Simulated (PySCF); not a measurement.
OP, SMILES O=[P], multiplicity 2. Atoms are numbered in the order given.

```xyz
2

P      0.0000     0.0000    -0.5126
O      0.0000     0.0000     0.9611
```
Charge 0, spin multiplicity 2.

Coordinates come from a PBE0-D3(BJ)/def2-TZVPD optimisation.

Method: B3LYP/pcH-1 (PySCF).

Unrestricted Kohn–Sham, ⟨S²⟩ = 0.753. Hyperfine tensors hold the contact and dipolar terms, without spin-orbit corrections.

Computed hyperfine couplings:
| nucleus | A(iso) (MHz) | A(iso) (G) | dipolar principal values (MHz) |
|---|---|---|---|
| 31P no. 1 | 23.8 | 8.5 | -265.3, -253.4, 518.7 |
| 17O no. 2 | -23.8 | -8.5 | -97.9, 47.3, 50.6 |
